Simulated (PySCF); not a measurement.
SMILES N#Cc1cc[c]([GeH3])cc1 (C7H7GeN) at its GFN2-xTB optimised geometry (Å):

```
16

N     -2.2949    -3.6182    -0.0080
C     -1.7215    -2.6255    -0.0029
C     -1.0149    -1.4006     0.0000
C     -1.7144    -0.1929     0.0005
C     -1.0153     0.9965     0.0005
C      0.3763     1.0120     0.0003
Ge     1.3377     2.7142     0.0090
C      1.0600    -0.1990     0.0000
C      0.3800    -1.4006     0.0000
H     -2.7948    -0.2011     0.0000
H     -1.5544     1.9350    -0.0010
H      2.7948     2.4814    -0.2133
H      0.8116     3.6182    -1.0570
H      1.1599     3.4198     1.3139
H      2.1422    -0.1958    -0.0018
H      0.9146    -2.3395    -0.0009
```

Level of theory: PBE0/def2-TZVP run with PySCF.

Map of the Laplacian of the electron density (e/bohr⁵) on the plane z = 1.5 Å:

```
|99999999999999999999999999999|
|99999999999999999999999999999|
|99999999999999999999999999999|
|99999999999999999999999999999|
|99999999999999999999999999999|
|99999999999999999999999999999|
|99999999999999998099999999999|
|99999999999999999999999999999|
|99999999999999999999999999999|
|99999999999999999999999999999|
|99999999999999999999999999999|
|99999999999999999999999999999|
|99999999999999999999999999999|
|99999999999999999999999999999|
|99999999999999999999999999999|
|99999999999999999999999999999|
|99999999999999999999999999999|
|99999999999999999999999999999|
|99999999999999999999999999999|
|99999999999999999999999999999|
|99999999999999999999999999999|
|99999999999999999999999999999|
|99999999999999999999999999999|
|99999999999999999999999999999|
|99999999999999999999999999999|
|99999999999999999999999999999|
|99999999999999999999999999999|
|99999999999999999999999999999|
|99999999999999999999999999999|
```
Scale: ten equal steps from -0.865 (start of '0') to 0.054 (end of '9'), in the order '0123456789'; x runs from -6.00 to 6.00, y from -6.00 (bottom) to 6.00 (top).
